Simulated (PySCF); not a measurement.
PySCF 2.14 output of a UHF calculation on a single atom or ion in aug-cc-pVDZ-PP with ECP28MDF, with scalar relativity through the core potential:

```
SCF conv_tol = 1e-09
number electrons alpha = 9  beta = 6
cycle= 1 E= -108.562005933022  delta_E= -0.00686  |g|= 0.0271  |ddm|= 0.048
cycle= 2 E= -108.562201515129  delta_E= -0.000196  |g|= 0.00493  |ddm|= 0.00845
cycle= 3 E= -108.562209580807  delta_E= -8.07e-06  |g|= 0.000574  |ddm|= 0.00323
cycle= 4 E= -108.562209808582  delta_E= -2.28e-07  |g|= 0.000236  |ddm|= 0.000703
cycle= 5 E= -108.562209850212  delta_E= -4.16e-08  |g|= 2.85e-05  |ddm|= 0.00038
cycle= 6 E= -108.562209850592  delta_E= -3.8e-10  |g|= 2.26e-06  |ddm|= 7.52e-05
converged SCF energy = -108.562209850592  <S^2> = 3.7536719  2S+1 = 4.0018355
```

The run itself started from symmetry-adapted Hartree-Fock orbitals and held the occupation by maximum overlap, so the iterations belong to that start.

Task: Which element, charge and spin multiplicity is this?

Result: Rh²⁺ (rhodium, charge +2), multiplicity 4; the state was [Kr] 4d7, high-spin 4F determinant.

Energies and moments cover only the electrons outside the core potential.
